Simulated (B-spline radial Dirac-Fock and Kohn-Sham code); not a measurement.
# Core-level shifts of lanthanum with charge state

The computed values come from a B-spline atomic structure program: Dirac-Fock ΔSCF + Breit + QED. Each ion is free and in its tabulated ground configuration. Electron correlation is not included.

Reference: La²⁸⁺, [Ar] 3d10 4s1, with K 39925.5 eV, L1 7242.9 eV, L2 6868.8 eV, M2 2117.8 eV, M3 2032.9 eV, Kα1 (K-L3) 33466.9 eV, Kβ1 (K-M3) 37892.6 eV. Shifts from it, in eV (a dash: the subshell is empty, belongs to an open shell averaged over j, or its hole state is left out as unreliable):

| ion | configuration | K | L1 | L2 | M2 | M3 | Kα1 | Kβ1 |
| --- | --- | --- | --- | --- | --- | --- | --- | --- |
| La²⁹⁺ | [Ar] 3d10 | +60.2 | +55.4 | +56.1 | +50.5 | +50.2 | +4.30 | +10.02 |
| La³⁰⁺ | [Ar] 3d9 | +170.3 | +162.8 | +164.5 | +132.9 | +131.2 | +6.49 | +39.13 |
| La³¹⁺ | [Ar] 3d8 | +282.8 | +272.3 | +275.0 | +216.7 | +213.4 | +8.92 | +69.37 |
| La³²⁺ | [Ar] 3d7 | +397.7 | +383.9 | +387.7 | +301.7 | +296.9 | +11.60 | +100.74 |
| La³³⁺ | [Ar] 3d6 | +514.9 | +497.5 | +502.6 | +388.0 | +381.7 | +14.55 | +133.25 |
| La³⁴⁺ | [Ar] 3d5 | ? | ? | ? | ? | ? | ? | ? |
| La³⁵⁺ | [Ar] 3d4 | +756.6 | +731.0 | +738.8 | +564.4 | +555.0 | +21.28 | +201.68 |
| La³⁶⁺ | [Ar] 3d3 | +881.1 | +850.8 | +860.1 | +654.5 | +643.5 | +25.08 | +237.61 |
| La³⁷⁺ | [Ar] 3d2 | +1007.9 | +972.6 | +983.5 | +745.9 | +733.2 | +29.17 | +274.69 |

Problem. Give the missing shifts for La³⁴⁺.

Solution. K +634.6, L1 +613.2, L2 +619.6, M2 +475.6, M3 +467.7, Kα1 +17.78, Kβ1 +166.89 (eV).

Over this range K (1s) moves by +1007.9 eV and Kα1 by +29.2 eV: a line is a difference of two levels that shift in the same direction.
